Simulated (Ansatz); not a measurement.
Consider the substitution at a C–B bond: `C=C(N)BF` + H₂S → `C=C(N)S` + `BF`.

Isolated molecules relaxed with PBE0-D4/def2-TZVP in Ansatz; ΔE leaves out vibrations. CBS: MP2 limit from def2 TZ/QZ plus the TZ coupled-cluster correction, frozen cores. This one scheme is used for every species. DFT in def2-TZVPP. B3LYP here is the variant with VWN-RPA as its local correlation; programs differ in this. Each species was taken in one conformer, which may not be the lowest.

| level | ΔE (kcal/mol) | difference from CCSD(T)/CBS |
| --- | --- | --- |
| PBE0-D4 | 17.8 | 0.1 |
| B3LYP-D4 | 17.7 | 0.0 |
| B2PLYP | 17.7 | 0.0 |
| PBE-QIDH | 17.4 | -0.3 |
| revPBE | 17.5 | -0.2 |
| BLYP | 18.1 | 0.4 |
| r2SCAN | 18.2 | 0.5 |
| B3LYP | 18.4 | 0.7 |
| RPA@PBE/def2-TZVPP | 17.4 | -0.3 |
| HF/def2-SVP | 19.7 | 2.0 |
| CCSD/def2-SVP | 18.4 | 0.7 |
| HF/def2-TZVPP | 18.1 | 0.4 |
| SCS-MP2/def2-TZVPP | 16.4 | -1.3 |
| CCSD(T)/def2-TZVPP | 17.9 | 0.2 |
| MP2/def2-QZVPP | 16.4 | -1.3 |
| HF/CBS(def2) | 18.1 | 0.4 |
| CCSD(T)/CBS | 17.7 | 0 |

Question: What do rigid-rotor, harmonic-oscillator terms from PBE0-D4/def2-TZVP frequencies (298.15 K, 1 bar) make of the CCSD(T)/CBS value? (Estimate.)

Answer: Computed: ΔZPE = +0.5 kcal/mol, ΔH = +17.9 kcal/mol, ΔS = 3 J/(mol·K), ΔG = +17.6 kcal/mol.

Largest T1 diagnostic among the species: 0.013.

Leaving LDA and LC-ωPBE aside and taking each functional with its dispersion term where it has one, the values, not all of them listed here, spread over 2.3 kcal/mol, from revPBE-D4 to B97M-V. LDA lies +1.1 kcal/mol from PBE without D4.
